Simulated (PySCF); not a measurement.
CH₅Si, SMILES C[SiH2], multiplicity 2. Geometry: PBE-D3(BJ)/def2-TZVP. The isomer is the one that the SMILES or the coordinates give; other isomers of the formula were not compared.

Task: Give the equilibrium geometry at PBE-D3(BJ)/def2-TZVP (PySCF confirms it by a frequency run) as bond lengths and angles, and its point group. (Estimate from the structure and the level; the computed values follow.)

Result: point group Cs.
Atoms: C1 Si2 H3 H4 H5 H6 H7. Bonds (Å): C1–Si2 1.886, C1–H3 1.099, C1–H4 1.099, C1–H5 1.102, Si2–H6 1.500, Si2–H7 1.500. Bond angles (°): Si2–C1–H3 110.9, Si2–C1–H4 110.9, Si2–C1–H5 110.4, H3–C1–H4 108.3, H3–C1–H5 108.1, H4–C1–H5 108.1, C1–Si2–H6 111.7, C1–Si2–H7 111.7, H6–Si2–H7 109.4.
Charge 0, spin multiplicity 2.
